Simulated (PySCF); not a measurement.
# How the method changes the constants of SrBr⁺

State: ¹Σ⁺ (singlet), closed shell. Set-up: Sr def2-SVP with ECP28, Br def2-SVP; scalar-relativistic core potentials (PySCF 2.14). De refers to Sr⁺ + Br in their high-spin ground configurations, without counterpoise correction. A positive dipole points towards Br; it is taken about the centre of mass and depends on that origin.

```csv
Level,Re (Å),ωe (cm⁻¹),De (eV),μ (D),"CPU s a point (SCF and correlation, without the integrals)"
RHF,2.709,255,2.70,-13.54,0.089
RHF-MP2,2.676,263,3.51,n/a,0.15
RHF-SCS-MP2,2.682,261,3.43,n/a,n/a
RHF-CCSD,2.682,261,3.33,n/a,n/a
RHF-CCSD(T),2.682,261,3.38,n/a,3.4
PBE,2.652,260,3.93,-11.04,0.74
BLYP,2.671,255,3.69,-11.02,0.57
r²SCAN,2.657,263,4.01,-11.79,1
PBE0,2.649,264,3.84,-11.72,1.3
M06,2.650,265,3.94,-11.84,1.1
MN15,2.646,266,3.81,-11.96,1.2
```

Problem. Which functional lies closest to RHF-CCSD(T) in De, which farthest, and by how much do they differ from it?

Solution. Closest is BLYP (-1.1 pm in Re, -2.3 % in ωe, +0.31 eV in De against RHF-CCSD(T) in the same basis), farthest r²SCAN (-2.5 pm in Re, +0.8 % in ωe, +0.63 eV in De). CCSD(T) converges more slowly with the basis than the functionals do and binds too weakly in this one, so the order can change at the basis-set limit.

Problem. What does a quarter of exact exchange do here, going from PBE to PBE0?

Solution. PBE0 less PBE: -0.3 pm in Re, +1.5 % in ωe, -0.09 eV in De. Exact exchange removes part of the self-interaction that spreads semilocal densities, and in most molecules shortens and stiffens the bond and lowers De; so it does here.

Problem. What does the step from GGA to meta-GGA do here, going from PBE to r²SCAN?

Solution. r²SCAN less PBE: +0.5 pm in Re, +1.2 % in ωe, +0.08 eV in De. 

Correlated steps freeze 9 core orbitals. Correlated levels converge slowly with the basis: in double zeta they bind strong bonds too weakly, by up to about 1 eV, and carry superposition errors of some tenths. For an ion De counts to the pair picked by the measured ionisation energies or electron affinities, which need not be the lowest pair at this level. Where the molecule has an RHF reference, its open-shell atoms are computed with UHF.

The whole job (state search and all levels along the bond) took about 2.1 min on 1 thread of Arm Neoverse V1 (shared host), peak memory 0.69 GiB.
